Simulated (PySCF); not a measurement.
Species: C8H6N (doublet state).
SMILES with atom numbers: `[CH2:1][C:2]#[C:3][c:4]1[cH:5][cH:6][n:7][cH:8][cH:9]1` (hydrogens: H10, H11 on C1; H12 on C5; H13 on C6; H14 on C8; H15 on C9)

Cartesian coordinates in Å at the GFN2-xTB level; atoms count from 1:
```xyz
15
C8H6N angstrom
C     -0.8967    2.5562   -2.6365
C     -0.5830    1.6562   -1.7009
C     -0.2938    0.8263   -0.8354
C      0.0370   -0.1142    0.1272
C     -0.3993    0.0121    1.4612
C     -0.0338   -0.9602    2.3685
N      0.7099   -2.0152    2.0634
C      1.1241   -2.1382    0.8093
C      0.8265   -1.2373   -0.1913
H     -1.5022    3.4137   -2.3995
H     -0.5524    2.4439   -3.6500
H     -1.0050    0.8558    1.7543
H     -0.3494   -0.8996    3.4026
H      1.7280   -3.0132    0.6045
H      1.1856   -1.3782   -1.1992
```

The hyperfine couplings belong to this conformer and change with its torsions.

Level of theory: UKS B3LYP, pcH-1 on C H N, non-relativistic, mean-field spin-orbit, GIAO (PySCF). Geometry: GFN2-xTB; no solvent, vibrations or thermal averaging. Couplings are sensitive to structure, and on GFN2-xTB geometries they can be far from those on DFT ones. The SCF solution wasn't tested for stability. ⟨S²⟩ is 0.780 where a pure state has 0.75.

Principal values of hyperfine tensors in MHz (contact and dipolar terms together), for some of the nuclei:

```tsv
atom	isotope	A1	A2	A3
C2	13C	-80.26	-59.36	-36.93
C1	13C	2.50	3.57	154.66
H11	1H	-68.95	-46.16	-21.17
C3	13C	0.57	12.29	115.88
C4	13C	-42.13	-22.76	-20.71
C9	13C	4.64	5.39	37.70
C5	13C	4.61	5.35	37.70
C6	13C	-20.98	-7.71	-6.31
```

(1) Give the isotropic coupling of each nucleus in MHz and in mT (g = 2.0029), and the anisotropic part.

(2) What spin density at the nucleus of C4 lies behind its contact coupling (g_N = 1.40482)?

(3) H10 (1H, g_N = 5.58569) isn't in the table. Its spin density at the nucleus is -0.01016 bohr⁻³. What is its contact coupling?

(4) Which nucleus of the table has the largest anisotropic coupling, and what is its form?

(5) In a single crystal, with the field along each principal axis of the tensor of C2 in turn, what first-order splitting does this nucleus give (isotropic g, quadrupole terms neglected)?

Results:

(1) a_iso is a third of the trace, T = A − a_iso, and a(mT) = a(MHz)/(g × 13.996).

```json
{"atom": "C2", "a_iso (MHz)": "-58.85", "a_iso (mT)": "-2.099", "T1": "-21.41", "T2": "-0.51", "T3": "21.92"}
{"atom": "C1", "a_iso (MHz)": "53.58", "a_iso (mT)": "1.911", "T1": "-51.08", "T2": "-50.01", "T3": "101.09"}
{"atom": "H11", "a_iso (MHz)": "-45.43", "a_iso (mT)": "-1.620", "T1": "-23.52", "T2": "-0.73", "T3": "24.25"}
{"atom": "C3", "a_iso (MHz)": "42.91", "a_iso (mT)": "1.531", "T1": "-42.35", "T2": "-30.62", "T3": "72.97"}
{"atom": "C4", "a_iso (MHz)": "-28.53", "a_iso (mT)": "-1.018", "T1": "-13.60", "T2": "5.77", "T3": "7.83"}
{"atom": "C9", "a_iso (MHz)": "15.91", "a_iso (mT)": "0.568", "T1": "-11.27", "T2": "-10.52", "T3": "21.79"}
{"atom": "C5", "a_iso (MHz)": "15.89", "a_iso (mT)": "0.567", "T1": "-11.28", "T2": "-10.54", "T3": "21.82"}
{"atom": "C6", "a_iso (MHz)": "-11.67", "a_iso (mT)": "-0.416", "T1": "-9.32", "T2": "3.96", "T3": "5.36"}
```

(2) a_FC = (2μ0/3) gₑ μB g_N μN ρ(0)/(2S·h) = 800.24 MHz × g_N × ρ(0)/(2S), with ρ in bohr⁻³. With a_FC = -28.53 MHz and 2S = 1, ρ(0) = -0.02538 bohr⁻³.

(3) By the same relation, a_FC = -45.4 MHz. Its full tensor has the principal values -68.95, -46.15, -21.17 MHz.

(4) C1: -51.1, -50.0, 101.1 MHz, axial, in the ratio −1:−1:+2, the form that spin in one p orbital centred on that nucleus gives.

(5) 2 lines (I = 1/2), spaced by |A_i|/(g × 13.996): 2.86, 2.12, 1.32 mT along the axes of A1, A2 and A3.
